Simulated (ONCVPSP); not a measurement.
## manganese: one change to an ONCV potential, before and after

Mn (Z = 25), optimised norm-conserving Vanderbilt (ONCV), made with ONCVPSP 4.0.1 (PBEsol, scalar-relativistic). Core [Ne] 3s2, reference 3p6 3d5.5 4s1.5. Waves: 4s: rc 2.65 bohr, ncon 4, nbas 7, qcut 2.5 1/bohr, 2 projectors, debl 3 Ha; 3p: rc 1.15 bohr, ncon 3, nbas 6, qcut 12.1 1/bohr, 1 projector; 3d: rc 1.40 bohr, ncon 3, nbas 8, qcut 10.1 1/bohr, 1 projector. Local part: polynomial inside 1.05 bohr (lpopt 5, dvloc0 0 Ha). Core correction: polynomial model core, fcfact 0.75.

All-electron outer shells of the reference configuration (PBEsol, scalar-relativistic, ld1.x):

```tsv
shell	level (eV)	outermost node (bohr)	outermost maximum (bohr)
3s	-83.31	0.34	0.74
3p	-52.23	0.31	0.75
3d	-4.91	–	0.76
4s	-4.60	1.06	2.57
```

Change: s: qcut 2.8; p: qcut 13.3; d: qcut 11.1.

Cutoffs: the cutoffs (Ha) at which the residual kinetic energy of the hardest occupied pseudo-wave falls to 1 and 0.1 mHa per electron; they do not see the model core or the augmentation charge, which bear on the density cutoff. Errors are all-electron minus pseudo energies relative to the spin-unpolarised reference configuration.

Q: How do hardness, ghosts and transferability respond?

A: The potential gets harder (42 Ha and 46 Ha → 46 Ha and 59 Ha); both files keep a bound ghost (s); of the 4 tests that both files solve, the error grows in 2 and shrinks in 2 by more than 15 % and 0.3 meV (median size 13.1 → 11.1 meV).

| quantity | base | changed |
| --- | --- | --- |
| cutoff, loose | 42 Ha | 46 Ha |
| cutoff, tight | 46 Ha | 59 Ha |
| loose cutoff by channel | s 3.6 Ha, p 28 Ha, d 42 Ha | s 3.4 Ha, p 38 Ha, d 46 Ha |
| bound ghosts | s | s |
| GHOST(+) flags under 300 eV | none | none |
| error for 3p6 3d5 4s2, meV [ΔE 0.49 eV] | -9.3 | -12 |
| error for 3p6 3d5 4s1, meV [ΔE 8.92 eV] | -5.1 | -2.3 |
| error for 3p6 3d5 4s0, meV [ΔE 24.43 eV] | -17 | -9.8 |
| error for 3p6 3d4 4s2, meV [ΔE 13.70 eV] | -61 | -97 |
| s: phases at 2.69 bohr within 0.05 rad from the reference energy up to (Ha; the scan ends near 5) | 4.9 | 5.0 |
| p: phases at 1.17 bohr within 0.05 rad from the reference energy up to (Ha; the scan ends near 5) | 4.7 | to the end of the scan |
| d: phases at 1.42 bohr within 0.05 rad from the reference energy up to (Ha; the scan ends near 5) | 1.8 | 2.0 |
| rms error of d²Exc/dni dnj with the model core, mHa | 0.77 | 0.82 |

 A true bound ghost makes a file unfit for plane-wave use even where its test errors are small: the radial tests pick states by their node count and pass the ghost by.
